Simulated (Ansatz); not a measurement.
Basis-set extrapolation for CH$_{5}$BS$_{2}$ (`CSBS`) (PBE0-D4/def2-TZVP geometry, frozen core, the Gaussian-basis code of Ansatz). Multiplicity 1, RHF reference.

```csv
,def2-TZVPP,def2-QZVPP
HF,-860.626058,-860.651357
MP2 correlation,-0.633312,-0.682272
CCSD(T) correlation,-0.717916,not run
```

Energies in hartree. Use E(X) = E(∞) + A·exp(−7.88·√X) for Hartree–Fock and E(X) = E(∞) + B·X^(−2.97) for correlation, with X = 3 and 4, and add CCSD(T) minus MP2 of the smaller set to the MP2 limit.

**Question.** What is the CCSD(T) energy at the basis-set limit?

**Answer.** HF limit: -860.651357 + (-0.025299) × 0.13774 = -860.65484. MP2 limit: -0.682272 + (-0.048960) × 0.74074 = -0.71854. Higher-order term: -0.717916 − (-0.633312) = -0.08460. Total: -861.45798 hartree, 299.3 kJ/mol below CCSD(T)/def2-TZVPP.
